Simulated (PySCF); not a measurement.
B4: from structure and modes to constants

Computed with PBE0 in PySCF with B def2-TZVP; no relativity; density-fitted integrals.

The singlet minimum has D2h symmetry. Masses (u): B 11.00930.

```xyz
4
charge 0 multiplicity 1, angstrom
B     0.0000    0.9388    0.0000
B     0.0000   -0.9388    0.0000
B     1.1973    0.0000    0.0000
B    -1.1973    0.0000    0.0000
```

Harmonic wavenumbers (cm⁻¹): 313.2 (b3u, ×1), 344.6 (ag, ×1), 1078.5 (b2u, ×1), 1191.3 (ag, ×1), 1287.1 (b1u, ×1), 1294.3 (b3g, ×1).

Task: Find the principal moments of inertia and the rotational constants. What kind of rotor is it?

Result: About the centre of mass I = 19.406, 31.564, 50.97 u Å². With B = 16.8576/I this gives 0.8687, 0.5341, 0.3307 cm⁻¹. The molecule is an asymmetric top with κ = -0.24.

Task: What is the harmonic zero-point energy?

Result: Half the sum of all 6 wavenumbers, 5509/2 = 2754 cm⁻¹, which is 33.0 kJ/mol (1 cm⁻¹ = 0.0119627 kJ/mol).

Task: Give the standard entropy (298.15 K, 1 bar) by its translational, rotational, vibrational and spin parts, and Cp.

Result: Sackur–Tetrode with M = 44.04 u gives 156.1; rotation with symmetry number 4 gives 80.0; vibration 11.3; spin R ln 1 = 0.0. The total is 247.4 J/(mol K), and Cp = 4 R + 16.9 = 50.2 J/(mol K).

Other isomers or separated fragments may lie lower.
